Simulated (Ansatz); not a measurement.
A short molecular-dynamics run on `FBC[CH2][GaH2]`.

```yaml
crystal:
  periodic: [false, false, false]
  atoms:
    - {symbol: F, position_ang: [-1.242125, 1.044708, 2.325837]}
    - {symbol: B, position_ang: [-0.834607, 0.507532, 1.193586]}
    - {symbol: C, position_ang: [0.510308, -0.236629, 1.001490]}
    - {symbol: C, position_ang: [1.041096, -0.033872, -0.425973]}
    - {symbol: Ga, position_ang: [-0.487559, -0.187012, -1.689131]}
    - {symbol: H, position_ang: [-1.614803, 0.615522, 0.256357]}
    - {symbol: H, position_ang: [0.244819, -1.299086, 1.138695]}
    - {symbol: H, position_ang: [1.243406, -0.013971, 1.784405]}
    - {symbol: H, position_ang: [1.813304, -0.769350, -0.668834]}
    - {symbol: H, position_ang: [1.499908, 0.952678, -0.526305]}
    - {symbol: H, position_ang: [-0.852634, 0.944431, -2.717998]}
    - {symbol: H, position_ang: [-1.321113, -1.524931, -1.672130]}
basis:
  gaussian: {orbitals: def2-SVP}
hamiltonian: {xc: {name: BLYP}}
md: {timestep: 0.5 fs, n_steps: 30, ensemble: nve, temperature: 300, initial_velocities: maxwell_boltzmann, seed: 361}
```

```sh
$ ansatz run in.yaml --threads 4 --pin off --events-out ev --progress --plain --max-ram 10444MiB
```

| step | time (fs) | potential energy (eV) | kinetic (eV) | T (K) | conserved (eV) |
| --- | --- | --- | --- | --- | --- |
| 0 | 0.0 | -57948.7796 | 0.3878 | 300 | -57948.3918 |
| 1 | 0.5 | -57948.7739 | 0.3822 | 296 | -57948.3917 |
| 2 | 1.0 | -57948.7606 | 0.3691 | 286 | -57948.3915 |
| 3 | 1.5 | -57948.7427 | 0.3514 | 272 | -57948.3913 |
| 4 | 2.0 | -57948.7232 | 0.3320 | 257 | -57948.3912 |
| 5 | 2.5 | -57948.7043 | 0.3132 | 242 | -57948.3911 |
| 6 | 3.0 | -57948.6871 | 0.2960 | 229 | -57948.3911 |
| 7 | 3.5 | -57948.6717 | 0.2806 | 217 | -57948.3911 |
| 8 | 4.0 | -57948.6579 | 0.2667 | 206 | -57948.3912 |
| 9 | 4.5 | -57948.6452 | 0.2540 | 197 | -57948.3912 |
| 10 | 5.0 | -57948.6334 | 0.2423 | 187 | -57948.3912 |
| 11 | 5.5 | -57948.6222 | 0.2310 | 179 | -57948.3912 |
| 12 | 6.0 | -57948.6110 | 0.2197 | 170 | -57948.3913 |
| 13 | 6.5 | -57948.5988 | 0.2074 | 160 | -57948.3913 |
| 14 | 7.0 | -57948.5852 | 0.1938 | 150 | -57948.3913 |
| 15 | 7.5 | -57948.5704 | 0.1791 | 139 | -57948.3913 |
| 16 | 8.0 | -57948.5560 | 0.1649 | 128 | -57948.3911 |
| 17 | 8.5 | -57948.5449 | 0.1540 | 119 | -57948.3909 |
| 18 | 9.0 | -57948.5401 | 0.1493 | 116 | -57948.3908 |
| 19 | 9.5 | -57948.5430 | 0.1521 | 118 | -57948.3909 |
| 20 | 10.0 | -57948.5525 | 0.1614 | 125 | -57948.3911 |
| 21 | 10.5 | -57948.5652 | 0.1738 | 134 | -57948.3914 |
| 22 | 11.0 | -57948.5769 | 0.1854 | 143 | -57948.3915 |
| 23 | 11.5 | -57948.5848 | 0.1933 | 150 | -57948.3916 |
| 24 | 12.0 | -57948.5881 | 0.1967 | 152 | -57948.3915 |
| 25 | 12.5 | -57948.5881 | 0.1968 | 152 | -57948.3913 |
| 26 | 13.0 | -57948.5867 | 0.1955 | 151 | -57948.3912 |
| 27 | 13.5 | -57948.5856 | 0.1945 | 150 | -57948.3912 |
| 28 | 14.0 | -57948.5858 | 0.1947 | 151 | -57948.3912 |
| 29 | 14.5 | -57948.5874 | 0.1962 | 152 | -57948.3912 |
| 30 | 15.0 | -57948.5900 | 0.1988 | 154 | -57948.3912 |

Velocities are drawn at the set temperature; a run this short doesn't reach equilibrium.

Frames (Å, forces in eV/Å):

```xyz
12
time=0.0 fs
F    -1.242    1.045    2.326   -0.218    0.285    0.581
B    -0.835    0.508    1.194    0.027   -0.102   -0.160
C     0.510   -0.237    1.001   -0.092    0.155   -0.035
C     1.041   -0.034   -0.426   -0.075   -0.046   -0.043
Ga   -0.488   -0.187   -1.689   -0.155   -0.010   -0.230
H    -1.615    0.616    0.256   -0.197    0.024   -0.231
H     0.245   -1.299    1.139   -0.129   -0.493    0.103
H     1.243   -0.014    1.784    0.368    0.093    0.425
H     1.813   -0.769   -0.669    0.404   -0.362   -0.159
H     1.500    0.953   -0.526    0.237    0.488   -0.081
H    -0.853    0.944   -2.718   -0.057    0.152   -0.153
H    -1.321   -1.525   -1.672   -0.113   -0.184   -0.018
12
time=1.0 fs
F    -1.241    1.043    2.327   -0.265    0.316    0.610
B    -0.834    0.513    1.193    0.114   -0.180   -0.176
C     0.509   -0.236    1.002    0.559    0.305    0.614
C     1.038   -0.030   -0.419   -0.231   -0.326   -0.189
Ga   -0.488   -0.189   -1.691   -0.127    0.095   -0.148
H    -1.597    0.634    0.246   -0.258    0.040   -0.218
H     0.268   -1.303    1.122   -0.191   -0.532    0.220
H     1.263   -0.001    1.805   -0.271   -0.122   -0.217
H     1.794   -0.773   -0.686    0.470   -0.387   -0.088
H     1.500    0.943   -0.514    0.396    0.840   -0.171
H    -0.831    0.974   -2.692   -0.090    0.114   -0.193
H    -1.320   -1.528   -1.675   -0.106   -0.163   -0.044
12
time=2.0 fs
F    -1.240    1.041    2.329   -0.304    0.335    0.611
B    -0.834    0.518    1.193    0.148   -0.239   -0.214
C     0.508   -0.235    1.003    0.999    0.228    1.092
C     1.034   -0.027   -0.413   -0.127   -0.475   -0.402
Ga   -0.488   -0.190   -1.693   -0.123    0.210   -0.095
H    -1.582    0.653    0.233   -0.268    0.047   -0.149
H     0.289   -1.313    1.107   -0.215   -0.378    0.310
H     1.280    0.011    1.824   -0.739   -0.290   -0.682
H     1.779   -0.779   -0.703    0.399   -0.263    0.031
H     1.503    0.941   -0.503    0.428    0.903   -0.228
H    -0.810    1.005   -2.668   -0.111    0.043   -0.206
H    -1.320   -1.532   -1.678   -0.087   -0.121   -0.069
12
time=3.0 fs
F    -1.240    1.039    2.331   -0.333    0.341    0.586
B    -0.833    0.523    1.193    0.135   -0.279   -0.268
C     0.508   -0.234    1.005    1.196   -0.033    1.347
C     1.031   -0.023   -0.407    0.203   -0.419   -0.668
Ga   -0.489   -0.192   -1.695   -0.134    0.334   -0.065
H    -1.570    0.672    0.220   -0.235    0.042   -0.033
H     0.309   -1.325    1.094   -0.221   -0.085    0.374
H     1.291    0.020    1.837   -0.983   -0.388   -0.920
H     1.768   -0.789   -0.721    0.246   -0.039    0.184
H     1.511    0.948   -0.494    0.309    0.645   -0.249
H    -0.790    1.037   -2.645   -0.125   -0.055   -0.197
H    -1.321   -1.538   -1.682   -0.058   -0.064   -0.092
12
time=4.0 fs
F    -1.239    1.038    2.334   -0.350    0.336    0.535
B    -0.832    0.528    1.192    0.094   -0.300   -0.322
C     0.508   -0.233    1.008    1.174   -0.372    1.380
C     1.027   -0.021   -0.401    0.628   -0.207   -0.941
Ga   -0.489   -0.193   -1.696   -0.151    0.461   -0.051
H    -1.560    0.692    0.205   -0.177    0.026    0.108
H     0.326   -1.339    1.086   -0.228    0.242    0.418
H     1.291    0.026    1.840   -1.006   -0.411   -0.937
H     1.759   -0.798   -0.736    0.087    0.204    0.338
H     1.521    0.960   -0.488    0.089    0.192   -0.241
H    -0.772    1.068   -2.625   -0.134   -0.170   -0.176
H    -1.322   -1.544   -1.687   -0.025   -0.001   -0.112
12
time=5.0 fs
F    -1.239    1.037    2.337   -0.355    0.320    0.462
B    -0.831    0.532    1.191    0.046   -0.305   -0.355
C     0.510   -0.232    1.012    0.944   -0.689    1.184
C     1.024   -0.018   -0.397    1.002    0.045   -1.167
Ga   -0.490   -0.195   -1.698   -0.163    0.585   -0.042
H    -1.551    0.712    0.192   -0.112    0.001    0.249
H     0.341   -1.350    1.081   -0.245    0.504    0.444
H     1.283    0.027    1.835   -0.813   -0.358   -0.738
H     1.751   -0.806   -0.749   -0.022    0.394    0.463
H     1.533    0.975   -0.484   -0.148   -0.272   -0.220
H    -0.754    1.097   -2.606   -0.143   -0.288   -0.153
H    -1.324   -1.550   -1.693    0.008    0.062   -0.129
12
time=6.0 fs
F    -1.238    1.035    2.340   -0.349    0.296    0.371
B    -0.830    0.537    1.190    0.009   -0.299   -0.345
C     0.513   -0.232    1.017    0.505   -0.925    0.745
C     1.022   -0.015   -0.393    1.229    0.245   -1.306
Ga   -0.490   -0.196   -1.700   -0.162    0.700   -0.032
H    -1.544    0.732    0.181   -0.056   -0.029    0.365
H     0.354   -1.357    1.081   -0.273    0.637    0.452
H     1.267    0.026    1.823   -0.401   -0.222   -0.316
H     1.743   -0.810   -0.757   -0.051    0.488    0.535
H     1.542    0.987   -0.482   -0.332   -0.613   -0.195
H    -0.738    1.123   -2.589   -0.154   -0.396   -0.134
H    -1.325   -1.555   -1.700    0.035    0.117   -0.140
12
time=7.0 fs
F    -1.238    1.034    2.343   -0.333    0.265    0.265
B    -0.830    0.541    1.188   -0.003   -0.284   -0.278
C     0.515   -0.233    1.023   -0.114   -1.050    0.091
C     1.021   -0.012   -0.390    1.268    0.346   -1.335
Ga   -0.491   -0.198   -1.702   -0.147    0.798   -0.018
H    -1.537    0.752    0.174   -0.021   -0.058    0.438
H     0.364   -1.358    1.085   -0.308    0.614    0.444
H     1.247    0.022    1.809    0.193   -0.012    0.294
H     1.734   -0.810   -0.760    0.007    0.468    0.543
H     1.549    0.993   -0.482   -0.430   -0.765   -0.173
H    -0.724    1.146   -2.573   -0.169   -0.483   -0.124
H    -1.327   -1.560   -1.709    0.055    0.160   -0.147
12
time=8.0 fs
F    -1.239    1.034    2.346   -0.309    0.228    0.152
B    -0.829    0.544    1.186    0.015   -0.262   -0.148
C     0.518   -0.234    1.029   -0.759   -1.018   -0.626
C     1.021   -0.009   -0.388    1.116    0.328   -1.251
Ga   -0.492   -0.199   -1.704   -0.115    0.874    0.005
H    -1.530    0.771    0.171   -0.012   -0.082    0.457
H     0.371   -1.352    1.093   -0.346    0.434    0.420
H     1.229    0.018    1.797    0.816    0.225    0.936
H     1.725   -0.805   -0.758    0.143    0.338    0.487
H     1.552    0.992   -0.484   -0.428   -0.710   -0.157
H    -0.711    1.164   -2.558   -0.186   -0.542   -0.125
H    -1.327   -1.563   -1.718    0.065    0.187   -0.150
12
time=9.0 fs
F    -1.239    1.033    2.350   -0.280    0.186    0.037
B    -0.828    0.548    1.184    0.060   -0.235    0.043
C     0.520   -0.237    1.034   -1.150   -0.764   -1.106
C     1.022   -0.006   -0.387    0.800    0.172   -1.071
Ga   -0.492   -0.200   -1.706   -0.066    0.923    0.034
H    -1.524    0.790    0.172   -0.031   -0.097    0.421
H     0.375   -1.343    1.106   -0.380    0.129    0.385
H     1.218    0.016    1.793    1.184    0.385    1.314
H     1.718   -0.796   -0.751    0.332    0.124    0.379
H     1.551    0.984   -0.487   -0.327   -0.453   -0.150
H    -0.700    1.177   -2.545   -0.206   -0.567   -0.139
H    -1.327   -1.564   -1.730    0.065    0.196   -0.147
12
time=10.0 fs
F    -1.239    1.032    2.353   -0.247    0.142   -0.073
B    -0.827    0.551    1.182    0.127   -0.202    0.285
C     0.522   -0.239    1.038   -1.074   -0.272   -1.106
C     1.023   -0.002   -0.387    0.381   -0.135   -0.830
Ga   -0.493   -0.201   -1.708   -0.003    0.944    0.069
H    -1.518    0.807    0.177   -0.075   -0.103    0.333
H     0.375   -1.332    1.122   -0.403   -0.229    0.342
H     1.219    0.018    1.802    1.081    0.380    1.189
H     1.714   -0.787   -0.740    0.528   -0.119    0.247
H     1.546    0.972   -0.492   -0.145   -0.034   -0.152
H    -0.691    1.185   -2.532   -0.226   -0.558   -0.163
H    -1.327   -1.563   -1.742    0.053    0.187   -0.141
12
time=11.0 fs
F    -1.240    1.032    2.356   -0.212    0.097   -0.170
B    -0.826    0.554    1.180    0.205   -0.166    0.555
C     0.522   -0.242    1.042   -0.610    0.322   -0.689
C     1.025    0.001   -0.388   -0.031   -0.571   -0.579
Ga   -0.493   -0.202   -1.710    0.073    0.934    0.109
H    -1.512    0.824    0.186   -0.134   -0.100    0.206
H     0.372   -1.324    1.141   -0.400   -0.521    0.292
H     1.230    0.023    1.823    0.580    0.220    0.634
H     1.715   -0.779   -0.727    0.670   -0.312    0.126
H     1.540    0.960   -0.498    0.072    0.450   -0.155
H    -0.684    1.187   -2.522   -0.246   -0.514   -0.198
H    -1.326   -1.561   -1.756    0.033    0.160   -0.131
12
time=12.0 fs
F    -1.241    1.031    2.360   -0.178    0.053   -0.249
B    -0.824    0.557    1.179    0.280   -0.127    0.822
C     0.522   -0.245    1.045   -0.053    0.795   -0.134
C     1.027    0.004   -0.389   -0.293   -1.039   -0.371
Ga   -0.494   -0.203   -1.711    0.156    0.895    0.155
H    -1.508    0.839    0.196   -0.194   -0.092    0.062
H     0.364   -1.321    1.163   -0.360   -0.625    0.225
H     1.246    0.031    1.849   -0.038    0.003   -0.053
H     1.723   -0.774   -0.713    0.699   -0.378    0.048
H     1.535    0.952   -0.505    0.240    0.835   -0.146
H    -0.679    1.184   -2.513   -0.263   -0.438   -0.241
H    -1.324   -1.557   -1.772    0.005    0.118   -0.118
12
time=13.0 fs
F    -1.242    1.031    2.363   -0.147    0.015   -0.305
B    -0.823    0.560    1.179    0.334   -0.087    1.050
C     0.522   -0.247    1.047    0.363    0.999    0.332
C     1.028    0.006   -0.391   -0.292   -1.387   -0.240
Ga   -0.495   -0.203   -1.713    0.241    0.829    0.204
H    -1.506    0.854    0.207   -0.240   -0.087   -0.071
H     0.353   -1.323    1.187   -0.279   -0.488    0.129
H     1.262    0.038    1.874   -0.543   -0.184   -0.622
H     1.737   -0.772   -0.699    0.592   -0.289    0.022
H     1.532    0.952   -0.514    0.275    0.948   -0.105
H    -0.677    1.177   -2.506   -0.277   -0.335   -0.289
H    -1.323   -1.551   -1.788   -0.027    0.065   -0.104
12
time=14.0 fs
F    -1.242    1.030    2.366   -0.119   -0.015   -0.333
B    -0.821    0.563    1.179    0.353   -0.045    1.202
C     0.522   -0.249    1.051    0.561    0.944    0.628
C     1.029    0.007   -0.393   -0.027   -1.509   -0.186
Ga   -0.495   -0.204   -1.715    0.323    0.742    0.253
H    -1.505    0.868    0.217   -0.255   -0.093   -0.168
H     0.340   -1.330    1.212   -0.169   -0.167    0.001
H     1.273    0.044    1.894   -0.846   -0.301   -0.976
H     1.757   -0.773   -0.684    0.376   -0.080    0.030
H     1.532    0.961   -0.524    0.150    0.732   -0.025
H    -0.678    1.167   -2.503   -0.287   -0.214   -0.340
H    -1.322   -1.546   -1.806   -0.060    0.006   -0.087
12
time=15.0 fs
F    -1.243    1.030    2.369   -0.096   -0.034   -0.331
B    -0.819    0.565    1.181    0.326   -0.003    1.256
C     0.523   -0.249    1.054    0.550    0.746    0.737
C     1.031    0.007   -0.395    0.380   -1.423   -0.172
Ga   -0.496   -0.204   -1.717    0.397    0.640    0.300
H    -1.508    0.881    0.226   -0.227   -0.115   -0.209
H     0.325   -1.338    1.238   -0.051    0.208   -0.143
H     1.276    0.047    1.905   -0.939   -0.341   -1.106
H     1.780   -0.774   -0.669    0.115    0.170    0.042
H     1.533    0.976   -0.534   -0.075    0.291    0.083
H    -0.681    1.155   -2.502   -0.292   -0.086   -0.388
H    -1.321   -1.540   -1.824   -0.089   -0.052   -0.070
```

It took 19 s on 4 threads of an AMD EPYC 9R45 on a shared host, with 0.48 GiB of host memory at the peak.
